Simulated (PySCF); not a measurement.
# Frontier orbitals and the lowest excitations

Compound: C₂H₉BO₂Si.
Structure used (PBE0-D3(BJ)/def2-SVP), in Å, numbered top down from 1:
```xyz
15
C2H9BO2Si angstrom
B     -1.1059    2.1940   -0.2878
Si    -0.0234    0.5867    0.2475
O      1.5240    0.7634   -0.3165
C      2.5088   -0.2306   -0.2141
O     -0.5998   -0.8383   -0.4067
C     -1.7093   -1.5425    0.0664
H     -2.3089    2.1174   -0.3930
H     -0.6014    3.2766   -0.4663
H     -0.0354    0.4257    1.7488
H      2.7727   -0.4376    0.8400
H      3.4162    0.1174   -0.7298
H      2.1829   -1.1768   -0.6786
H     -1.7782   -2.5032   -0.4670
H     -2.6558   -0.9956   -0.1031
H     -1.6357   -1.7600    1.1491
```

Method used: PySCF 2.14.0, density-fitted response routines, TDDFT wB97X-D/def2-SVPD, vertical, gas phase, core orbitals frozen in the response.

Kohn–Sham orbitals with the atoms that hold most of them (Löwdin shares over 4%, at most four atoms; ? is withheld):

```json
{"orbital": "HOMO-3", "ε (eV)": "-10.78", "atoms": "O3 30%, O5 27%, C4 8%, C6 7%"}
{"orbital": "HOMO-2", "ε (eV)": "-10.68", "atoms": "O5 31%, O3 22%, C6 11%, Si2 7%"}
{"orbital": "HOMO-1", "ε (eV)": "-10.18", "atoms": "O3 46%, O5 13%, C4 13%, H10 7%"}
{"orbital": "HOMO", "ε (eV)": "-9.50", "atoms": "?"}
{"orbital": "LUMO", "ε (eV)": "?", "atoms": "?"}
{"orbital": "LUMO+1", "ε (eV)": "2.15", "atoms": "B1 50%, C6 11%, Si2 7%, H7 6%"}
{"orbital": "LUMO+2", "ε (eV)": "2.46", "atoms": "B1 27%, Si2 14%, C6 12%, H9 7%"}
```

**Question.** Give the leading atoms of the HOMO.

**Answer.** O5 (bonded to C and Si) 28%; B1 (bonded to Si and 2 H) 18%; Si2 (bonded to B, 2 O and H) 17%; H9 (bonded to Si) 11%.

**Question.** Which atoms hold the LUMO, and with what shares?

**Answer.** B1 (bonded to Si and 2 H) 55%; Si2 (bonded to B, 2 O and H) 19%; H7 (bonded to B) 9%; H8 (bonded to B) 9%. By element: boron 55%, silicon 19%, hydrogen 19% or more.

**Question.** What is the LUMO energy, and the HOMO–LUMO gap?

**Answer.** ε(LUMO) = -0.53 eV; the gap is 8.97 eV (0.3295 hartree).

**Question.** The HOMO–LUMO gap is 8.97 eV. Where does the response calculation put the lowest singlet, and from which orbitals?

**Answer.** S1 is at 3.95 eV (f = 0.0033), 5.01 eV below the gap, made of HOMO→LUMO (87%). 

**Question.** One configuration dominates each of S1 and S3. Which, and how do the shares of the two leading atoms of either orbital change from the occupied to the empty one?

**Answer.** 
- S1 (3.95 eV, f 0.0033), HOMO→LUMO (87%): O5 28% → at most 9%, B1 18% → 55%, Si2 17% → 19%
- S3 (5.57 eV, f 0.0036), HOMO-1→LUMO (78%): O3 46% → at most 9%, O5 13% → at most 9%, B1 at most 7% → 55%, Si2 at most 7% → 19%

Time: 4.6 min wall; peak memory 1.0 GiB. Hardware: one thread, Arm Neoverse N1 (aarch64), no GPU, shared host.

One conformer stands for the species.
